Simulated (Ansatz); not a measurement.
Born–Oppenheimer molecular dynamics of AlH$_{5}$O$_{2}$S (9 atoms, charge 0, multiplicity 1). It starts from a rough guess of a transition structure, not a stationary point.

Level of theory: UKS revPBE-D4/STO-3G in Ansatz.

- ensemble: NVE (velocity Verlet)
- time step: 0.5 fs
- steps asked: 150
- starting velocities drawn for: 600 K
- seed: 709567

First frame:

```xyz
9
Properties=species:S:1:pos:R:3
Al -0.386 -0.095 0.417
H -0.336 1.453 -0.853
O -1.123 -1.293 -0.416
O -0.471 0.518 1.925
H 0.584 1.112 -0.891
S 2.044 0.109 -0.585
H -1.589 -2.030 -0.778
H -0.438 0.918 2.779
H 1.714 -0.692 -1.598
```

Problem. How far do the bonds stretch over the last three quarters of this one trajectory? (Pairs bonded in most of those frames.)

Solution. 
| bond | mean (Å) | spread (Å) | shortest | longest |
| --- | --- | --- | --- | --- |
| Al1–H2 | 1.533 | 0.070 | 1.41 | 1.63 |
| Al1–O3 | 1.771 | 0.054 | 1.67 | 1.86 |
| Al1–O4 | 1.802 | 0.142 | 1.60 | 2.01 |
| Al1–S6 | 2.576 | 0.263 | 2.28 | 3.06 |
| O3–H7 | 1.061 | 0.059 | 0.95 | 1.18 |
| O4–H8 | 1.071 | 0.039 | 0.99 | 1.13 |
| H5–S6 | 1.442 | 0.138 | 1.21 | 1.63 |
| S6–H9 | 1.380 | 0.053 | 1.30 | 1.46 |

Mean temperature of the second half: 2572 K. The conserved energy stayed within 1.2 meV per atom of its start (net change 0.18 meV per atom), so the integration is sound. The system heated up, since it started high on the potential surface and ran downhill. A run of 0.075 ps of so small a system gives no equilibrium averages. The orbitals stay closed-shell, which can raise the energy where a bond breaks towards radicals; this wasn't checked here. Limits of this set-up: minimal basis.

Run time: 4.9 min on 1 thread of Arm Neoverse V2, with other jobs on the host, peak memory 0.1 GiB.
